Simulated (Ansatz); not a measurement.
A CCSD(T) single point on GeH12Si4, SMILES `[SiH3][Ge]([SiH3])([SiH3])[SiH3]`.

```yaml
crystal:
  periodic: [false, false, false]
  atoms:
    - {symbol: Si, position_ang: [-0.361545, 1.251686, -1.987205]}
    - {symbol: Ge, position_ang: [0.001100, -0.002923, -0.000426]}
    - {symbol: Si, position_ang: [2.269336, 0.221562, 0.676019]}
    - {symbol: Si, position_ang: [-0.492080, -2.293651, -0.402570]}
    - {symbol: Si, position_ang: [-1.418766, 0.818196, 1.721103]}
    - {symbol: H, position_ang: [-0.066044, 2.688956, -1.743954]}
    - {symbol: H, position_ang: [0.524273, 0.757867, -3.075154]}
    - {symbol: H, position_ang: [-1.776920, 1.121020, -2.425200]}
    - {symbol: H, position_ang: [2.510438, -0.551732, 1.923438]}
    - {symbol: H, position_ang: [2.586224, 1.652329, 0.930569]}
    - {symbol: H, position_ang: [3.176319, -0.288152, -0.386862]}
    - {symbol: H, position_ang: [-0.253853, -3.091998, 0.829535]}
    - {symbol: H, position_ang: [0.372160, -2.822861, -1.491198]}
    - {symbol: H, position_ang: [-1.916062, -2.446102, -0.804181]}
    - {symbol: H, position_ang: [-2.844299, 0.676309, 1.321139]}
    - {symbol: H, position_ang: [-1.195353, 0.053731, 2.977269]}
    - {symbol: H, position_ang: [-1.133830, 2.255263, 1.977779]}
basis:
  gaussian: {orbitals: def2-SVP}
correlation: {method: ccsd_t}
```

```sh
$ ansatz run in.yaml --threads 2 --pin off --events-out ev --progress --plain --max-ram 22528MiB --backend cuda --devices 0, --max-vram 18GiB
```

Log, shortened:

```
Functional definition: HF
1595 factors; integrals over basis functions are off by at most 1.2e-3 eV
mean field evaluation 1: about -88093.5290 eV, gradient 1.9e1 eV
mean field evaluation 2: about -88093.5307 eV, gradient 1.9e1 eV
mean field evaluation 4: about -88095.8353 eV, gradient 3.2e0 eV
mean field evaluation 8: about -88095.8569 eV, gradient 6.4e-5 eV
mean field -88095.85687852 eV, -3237.4630267689 hartree, gradient 4.0e-7 eV, S^2 0.000000; 0 other end points of the search recorded, 0 dependent functions left out
29 core orbitals not correlated: weight in the atoms' cores, before any rotation towards them, 1.000 or more for the frozen orbitals, at most 0.000 for the correlated occupied ones
reference -88095.85687852 eV, -3237.4630267689 hartree; 21, 21 occupied and 114, 114 virtual orbitals, 1595 factors
second order -17.67222191 eV of doubles, -0.00000000 eV of singles
cycle   1  -19.23919599 eV  change    -1.6e0 eV  update   1.2e-1
cycle   2  -20.07072914 eV  change   -8.3e-1 eV  update   3.7e-2
cycle   3  -20.13867228 eV  change   -6.8e-2 eV  update   1.3e-2
cycle   4  -20.13584874 eV  change    2.8e-3 eV  update   3.8e-3
cycle   5  -20.13391925 eV  change    1.9e-3 eV  update   9.4e-4
cycle   6  -20.13325351 eV  change    6.7e-4 eV  update   2.9e-4
cycle   7  -20.13317841 eV  change    7.5e-5 eV  update   6.7e-5
cycle   8  -20.13319366 eV  change   -1.5e-5 eV  update   1.9e-5
perturbative correction -0.58859909 eV, -0.0216306175 hartree
Total energy: -88116.57867126 eV, -3238.2245386066 hartree
```

Run time 3 s (2 threads of an AMD EPYC 7R13 on a shared host and a share of an NVIDIA H100 80 GB); peak host memory 1 GiB.

Correlation energy per correlated electron: -0.493 eV. T1 diagnostic: 0.0113.
